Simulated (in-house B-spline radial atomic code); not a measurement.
PBE hybrid excitations of Ta5+

Method: PBE hybrid with 0.9 exact exchange. Computed with an all-electron radial atomic-structure program (B-spline basis): linear response of the closed shell [Xe] 4f14 with the functional's adiabatic kernel; scalar-relativistic (spin-free one-electron X2C), finite nucleus, no spin-orbit coupling, no double excitations, S, P, D and F terms only; shells from n = 3 respond. Only terms of natural parity with L up to 3 were computed.

Spin-orbit coupling is strong here, so these LS terms don't match observed levels.

Command:
```bash
python run_td.py task.json out
```
Settings (radii: box in bohr, nucleus in fm):
```
Z                        73
electrons                68
configuration            [Xe] 4f14
hamiltonian              x2c
method                   pbeh
box_radius               16.35
exact_exchange_fraction  0.9
rms_radius               5.3507
intervals                70
```

Time taken, with all properties: 8.7 s on 1 thread of Arm Neoverse N1 (shared host).

The lowest states, in the order of their Tamm-Dancoff energies; the method's threshold (minus the highest occupied level) is 97.95 eV. Labels give the largest channel, * marks a mixed state, and oscillator strengths are full-response dipole values. Semilocal kernels can invert the small singlet-triplet splittings of Rydberg terms. Energies in eV:

| state | full response | Tamm-Dancoff | oscillator strength |
| --- | --- | --- | --- |
| 4f → 5d 3P | 31.29 | 31.43 | - |
| 4f → 5d 3F | 32.91 | 33.00 | - |
| 4f → 5d 1F | 33.79 | 33.80 | - |
| 4f → 5d 1P | 34.03 | 34.24 | 0.0779 |
| 5p → 5d 3P | 39.17 | 39.30 | - |
| 5p → 5d 3F | 39.99 | 40.26 | - |
| 5p → 5d 1F | 42.40 | 42.47 | - |
| 4f → 6s 3F | ? | ? | - |
| 4f → 6s 1F | 44.29 | 44.30 | - |
| 5p → 6s 3P | 50.83 | 50.85 | - |
| 5p → 5d 1P | ? | ? | ? |
| 5p → 6s 1P | 51.56 | 51.58 | 0.966 |
| 4f → 6p 3D | 53.52 | 53.54 | - |
| 4f → 6p 1D | 53.93 | 53.95 | - |
| 5p → 6p 3S | 58.91 | 58.94 | - |
| 5p → 6p 3D | 60.30 | 60.32 | - |
| 5p → 6p 1D | 60.68 | 60.69 | - |
| 5p → 6p 1S | 61.79 | 61.88 | - |
| 4f → 5f 3S | 65.91 | 65.95 | - |
| 4f → 6d 3P | 66.19 | 66.20 | - |
| 4f → 5f 3D | 66.47 | 66.49 | - |
| 4f → 6d 3F | 66.56 | 66.57 | - |

(1) Where does 4f → 6s 3F lie?

(2) Where does 5p → 5d 1P lie?

(3) How large is the singlet-triplet splitting of 4f → 5d (F terms) in Tamm-Dancoff?

(4) What polarisabilities and dispersion coefficient does the method give?

## Answers

(1) At 44.03 eV in full response, 44.04 eV in Tamm-Dancoff.

(2) At 49.61 eV in full response, 51.13 eV in Tamm-Dancoff, oscillator strength 5.57.

(3) 0.802 eV, from the unrounded values.

(4) Dipole 2.481 bohr³, quadrupole 3.436 bohr⁵, C6 10.25 hartree·bohr⁶ for two such species.
